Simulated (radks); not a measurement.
The nuclear charge of the chlorine ion Cl+ is varied continuously with 16 electrons held in [Ne] 3s2 3p4. Calculated with a radial shooting solver on a logarithmic mesh with Libxc functionals: Dirac Kohn-Sham, PBEsol, spin-unpolarised, spherical densities, finite nucleus; open shells fill j = l - 1/2 first; Fermi nuclear charge, rms radius 3.3654 fm. By the Hellmann-Feynman theorem dE/dZ = E(electron-nucleus)/Z, the electronic potential at the nucleus (averaged over a nucleus of fixed radius).

Z,E (hartree),E(electron-nucleus)/Z (hartree),HOMO,e(HOMO) (eV),<r> HOMO (bohr)
16,-398.40840,-59.4313,3p3/2,-6.940,2.074
16.5,-428.72372,-61.8291,3p3/2,-12.661,1.868
17,-460.23684,-64.2229,3p3/2,-19.319,1.708
17.5,-492.94626,-66.6146,3p3/2,-26.865,1.578
18,-526.85131,-69.0055,3p3/2,-35.270,1.469

The central difference of E at Z = 17 is -64.223 hartree, to compare with the third column; the second derivative is -4.79 hartree.
